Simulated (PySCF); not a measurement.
Spectra and structures to be paired. Theory: TDDFT CAM-B3LYP/def2-SVPD, vertical, gas phase, core orbitals frozen in the response in PySCF. Geometries: GFN2-xTB; one conformer of each isolated species. Triplets are in the Tamm–Dancoff approximation.

A. `Fc1csc(c1)C(=O)Cl`
B. `c1cc(C)ncc1`
C. `O=C(Cl)c1sccc1F`

Lowest singlet levels (six at most, fewer where fewer were computed) with oscillator strengths:

1. 4.69 eV (f 0.000); 4.98 eV (f 0.241); 5.00 eV (f 0.106); 6.08 eV (f 0.001); 6.13 eV (f 0.002); 6.41 eV (f 0.026); T1 3.20 eV
2. 4.56 eV (f 0.160); 4.63 eV (f 0.001); 5.12 eV (f 0.168); 6.02 eV (f 0.001); 6.30 eV (f 0.000); 6.33 eV (f 0.031); T1 3.10 eV
3. 5.13 eV (f 0.004); 5.41 eV (f 0.000); 5.57 eV (f 0.052); 6.33 eV (f 0.071); 7.17 eV (f 0.002); 7.41 eV (f 0.587); T1 4.24 eV

Problem. Which spectrum belongs to which structure?

Solution. 1 = C, 2 = A, 3 = B.
- A: S1 at 4.56 eV, HOMO→LUMO (94%); Löwdin shares by element: HOMO carbon 60% or more, sulfur 14% (atoms not listed hold the other 26%); LUMO carbon 46% or more, oxygen 16% (atoms not listed hold the other 38%); HOMO -9.03 and LUMO -1.68 eV.
- B: S1 at 5.13 eV, HOMO-1→LUMO (97%); Löwdin shares by element: HOMO carbon 75% or more (atoms not listed hold the other 25%); LUMO carbon 54% or more, nitrogen 20% (atoms not listed hold the other 26%); HOMO -8.56 and LUMO 0.42 eV; point group Cs, 1 of its 6 listed states under f = 0.0005.
- C: S1 at 4.69 eV, HOMO-2→LUMO (85%); Löwdin shares by element: HOMO carbon 58% or more, sulfur 18% (atoms not listed hold the other 25%); LUMO carbon 34% or more, oxygen 16%, sulfur 13% (atoms not listed hold the other 38%); HOMO -9.13 and LUMO -1.46 eV; point group Cs, 1 of its 6 listed states under f = 0.0005.
A and C have S1 within 0.14 eV of each other; their strongest listed levels stand at 5.12 eV (f 0.168) and 4.98 eV (f 0.241).
